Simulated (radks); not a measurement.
All-electron atom: Al in [Ne] 3s2 4p1 (not the ground configuration). All-electron calculation, scalar-relativistic Kohn-Sham, r2SCAN, spin-polarised, spherical densities, finite nucleus; open shells are filled with parallel spins first; meta-GGA in the generalised Kohn-Sham scheme; Fermi nuclear charge, rms radius 3.061 fm. Program: a radial shooting solver on a logarithmic mesh with Libxc functionals.

Radial electron density D(r) = 4 pi r^2 rho(r):

| r (bohr) | D(r) (e/bohr) | spin D(r) |
|---|---|---|
| 0.005161 | 0.4222 | 0.0000165 |
| 0.005913 | 0.5428 | 0.0000212 |
| 0.006828 | 0.7061 | 0.0000276 |
| 0.007886 | 0.9150 | 0.0000357 |
| 0.009107 | 1.181 | 0.0000461 |
| 0.01052 | 1.516 | 0.0000592 |
| 0.01205 | 1.910 | 0.0000746 |
| 0.01392 | 2.424 | 0.0000946 |
| 0.01607 | 3.054 | 0.000119 |
| 0.01856 | 3.813 | 0.000149 |
| 0.02144 | 4.715 | 0.000184 |
| 0.02456 | 5.702 | 0.000223 |
| 0.02836 | 6.884 | 0.000269 |
| 0.03276 | 8.187 | 0.000321 |
| 0.03783 | 9.571 | 0.000377 |
| 0.04334 | 10.89 | 0.000433 |
| 0.05005 | 12.22 | 0.000494 |
| 0.05781 | 13.36 | 0.000556 |
| 0.06676 | 14.19 | 0.000621 |
| 0.0771 | 14.59 | 0.000694 |
| 0.08833 | 14.49 | 0.000781 |
| 0.102 | 13.87 | 0.000916 |
| 0.1178 | 12.79 | 0.00113 |
| 0.1361 | 11.43 | 0.00145 |
| 0.1571 | 10.06 | 0.00195 |
| 0.18 | 9.037 | 0.00261 |
| 0.2079 | 8.519 | 0.00351 |
| 0.2401 | 8.717 | 0.00456 |
| 0.2773 | 9.571 | 0.00564 |
| 0.3202 | 10.82 | 0.00650 |
| 0.3669 | 11.95 | 0.00682 |
| 0.4237 | 12.68 | 0.00642 |
| 0.4894 | 12.57 | 0.00515 |
| 0.5651 | 11.52 | 0.00321 |
| 0.6527 | 9.686 | 0.00112 |
| 0.7478 | 7.550 | -0.000233 |
| 0.8636 | 5.290 | -0.000151 |
| 0.9973 | 3.405 | 0.00222 |
| 1.152 | 2.105 | 0.00730 |
| 1.33 | 1.400 | 0.0146 |
| 1.524 | 1.142 | 0.0221 |
| 1.76 | 1.088 | 0.0285 |
| 2.033 | 1.062 | 0.0309 |
| 2.347 | 0.9547 | 0.0270 |
| 2.711 | 0.7521 | 0.0174 |
| 3.106 | 0.5191 | 0.00616 |
| 3.587 | 0.2948 | -0.00300 |
| 4.143 | 0.1407 | -0.00314 |
| 4.784 | 0.06795 | 0.0110 |
| 5.481 | 0.05836 | 0.0380 |
| 6.33 | 0.08230 | 0.0769 |
| 7.311 | 0.1171 | 0.116 |
| 8.443 | 0.1393 | 0.139 |
| 9.751 | 0.1342 | 0.134 |
| 11.17 | 0.1055 | 0.106 |
| 12.9 | 0.06373 | 0.0637 |
| 14.9 | 0.02865 | 0.0287 |
| 17.21 | 0.009415 | 0.00941 |
| 19.87 | 0.002252 | 0.00225 |
| 22.77 | 0.0004325 | 0.000432 |

D(r) has 3 maxima, at r = 0.0802, 0.448, 8.86 bohr, and minima at 0.215, 5.22 bohr, inside which lie 2.20, 12.03 electrons.
